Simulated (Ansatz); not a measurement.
Two isomers of CH6O2SSi: A = `OC[SiH](O)S`, B = `CS[SiH](O)O`.

Program: Ansatz. Geometries: PBE0-D4/def2-TZVP. ΔE: electronic, gas phase. CCSD(T)/CBS is the MP2 limit (def2-TZVPP, def2-QZVPP) plus CCSD(T) − MP2 in def2-TZVPP, frozen cores. DFT in def2-TZVPP. B3LYP here is the variant with VWN-RPA as its local correlation; programs differ in this. Each species was taken in one conformer, which may not be the lowest.

A:

```xyz
11

O     1.013    0.132   -1.576
C     0.301   -0.910   -0.911
Si   -0.606   -0.172    0.564
O    -1.524    1.102    0.090
S     1.010    0.447    1.839
H     1.641    0.509   -0.951
H     0.958   -1.747   -0.640
H    -0.425   -1.297   -1.631
H    -1.530   -1.092    1.263
H    -1.112    1.680   -0.557
H     0.275    1.348    2.511
```

B:

```xyz
11

C    -1.331   -0.534   -1.324
S     0.240    0.380   -1.279
Si    0.541    0.402    0.825
O     1.798    1.414    1.108
O     0.892   -1.055    1.470
H    -1.682   -0.511   -2.355
H    -1.187   -1.569   -1.017
H    -2.077   -0.059   -0.686
H    -0.715    0.798    1.499
H     1.836    2.227    0.603
H     1.686   -1.493    1.156
```

Which isomer does CCSD(T)/CBS put lower? Give the gap. (An estimate is asked.)

Ansatz gave: B, by 39.5 kcal/mol.

Give E(B) − E(A) in kcal/mol with ωB97M-V, r2SCAN-D4, PBE0-D4, PBE-D4, B3LYP-D4, B2PLYP, MP2/def2-TZVPP. (Estimate.)

Ansatz gave: ωB97M-V -38.1, r2SCAN-D4 -38.6, PBE0-D4 -37.2, PBE-D4 -35.8, B3LYP-D4 -38.1, B2PLYP -39.3, MP2/def2-TZVPP -40.6. None reverses the order clearly.

Largest T1 diagnostic: 0.011.

From PBE to PBE0 (25 % exact exchange), in def2-TZVPP and without D4, E(B) − E(A) moves by −1.4 kcal/mol.
